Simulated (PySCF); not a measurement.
## Diatomics of I with group 14

MP2 with double-zeta basis sets in PySCF, for the lowest determinant that a PBE0 search found; no spin–orbit coupling. De refers to high-spin ground-configuration atoms.

| M | basis | reference, frozen orbitals | state (unpaired electrons) | Re (Å) | ωe (cm⁻¹) | De (eV) |
| --- | --- | --- | --- | --- | --- | --- |
| C | aug-cc-pVDZ/aug-cc-pVDZ-PP | UHF, 5 | doublet (π ↑) | 2.045 | 631 | 2.54 |
| Si | x2c-SVPall | UHF, 23 | doublet (π ↑) | 2.463 | 365 | 2.90 |
| Ge | cc-pVDZ-PP | UHF, 8 | doublet (π ↑) | 2.553 | 245 | 2.75 |
| Sn | def2-SVP | UHF, 8 | doublet (π ↑) | 2.743 | 199 | 2.67 |
| Pb | def2-SVP | UHF, 8 | doublet (π ↑) | 2.835 | 168 | 2.60 |

The shortest bond is that of CI (2.045 Å), the longest that of PbI (2.835 Å).

The rows differ in basis set, which adds steps of its own.

Down a group the atoms grow and get heavier, so bonds lengthen and wavenumbers fall; this series shows no clear exception.

Correlated steps freeze the inner cores (5 to 23 orbitals); shallow outer-core shells are correlated. Correlated levels converge slowly with the basis: in double zeta they bind strong bonds too weakly, by up to about 1 eV, and carry superposition errors of some tenths. Spin–orbit coupling is left out, which matters for elements this heavy, above all for dissociation energies. States were picked by a PBE0 search and need not be the measured ground states.
